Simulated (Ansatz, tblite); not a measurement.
Cost and result up the ladder for Ga14P13H34⁻, a nanocrystal cut from zinc blende GaP (hydrogen-capped) (61 atoms). The state is a singlet with charge -1. Geometry: PBE-D4/def2-SVP.

Cartesian coordinates in Å:
```
P 4.372 0.466 -0.341
P 2.660 -2.069 2.569
P 2.443 0.837 -3.499
P -0.882 -0.367 -3.886
P -0.678 -3.652 1.740
P -2.523 -2.694 -1.222
P 1.007 -1.363 -0.755
P 1.544 1.310 1.996
P -0.212 2.274 -1.233
P -1.986 -0.062 1.387
P -0.270 -1.066 4.498
P -3.694 0.821 -1.849
P -2.788 3.543 1.205
Ga 3.006 -0.816 -1.917
Ga 1.413 -3.124 0.745
Ga 3.863 1.861 1.590
Ga 1.843 -0.163 3.802
Ga -0.507 -2.197 -2.408
Ga 1.052 0.016 -5.289
Ga 1.883 2.848 -2.285
Ga -1.694 1.664 -2.947
Ga -2.245 -4.649 0.170
Ga -1.831 -1.901 2.847
Ga -3.600 -0.874 -0.136
Ga 0.044 0.517 0.297
Ga -0.855 4.275 -0.102
Ga -2.770 1.716 2.789
H 5.250 1.236 -1.167
H 5.356 -0.466 0.131
H 3.077 -3.072 3.504
H 3.961 -1.694 2.105
H 3.722 1.106 -4.095
H -1.929 -0.827 -4.752
H -0.422 -4.653 2.736
H -3.440 -3.114 -2.243
H 0.921 2.468 2.560
H -0.021 -2.034 5.525
H -0.903 -0.068 5.301
H -4.590 0.351 -2.863
H -4.511 1.894 -1.367
H -3.908 3.336 0.338
H -3.318 4.686 1.891
H 3.860 -2.078 -2.345
H 2.257 -4.368 0.260
H 4.658 1.151 2.779
H 4.074 3.377 1.231
H 2.747 0.241 5.029
H 0.049 -3.479 -3.151
H 1.597 -1.386 -5.795
H 0.740 1.199 -6.299
H 1.617 4.036 -3.300
H 2.982 2.990 -1.144
H -2.112 2.768 -3.997
H -1.493 -5.769 -0.661
H -3.578 -4.948 0.976
H -3.158 -2.362 3.571
H -5.035 -1.175 0.454
H 0.213 4.627 1.019
H -1.393 5.366 -1.118
H -1.618 2.076 3.829
H -4.245 1.429 3.295
```

Ansatz on 11 threads of AMD EPYC 7R13 on a shared host and a whole NVIDIA H100 80GB HBM3; xTB runs through tblite on one thread. Times are rough, summed over both states, and most runs start from the orbitals of an earlier one. PBE0-D4/def2-SVP serves as the yardstick here, not as an exact answer. The other state is a triplet.

The xTB rows come from tblite. Single mean-field runs in def2-SVP are fitted with def2-universal-jkfit. HOMO above LUMO, or a gap near zero within one spin, warns that the state may not be the lowest or that an electron is smeared out.

xTB has no spin-polarisation term.

| level | functions | wall time | vertical triplet (eV) | difference from PBE0-D4/def2-SVP (eV) | remarks |
| --- | --- | --- | --- | --- | --- |
| GFN2-xTB | 277 | 1.8 s | 3.53 | -1.33 | – |
| GFN1-xTB | 311 | 2.3 s | 4.17 | -0.68 | – |
| PBE-D4/def2-SVP (with forces) | 852 | 33 s | 4.04 | -0.81 | HOMO above zero (triplet), gap within one spin near zero (triplet) |
| PBE0-D4/def2-SVP | 852 | 64 s | 4.85 | 0.00 | HOMO above zero (triplet) |
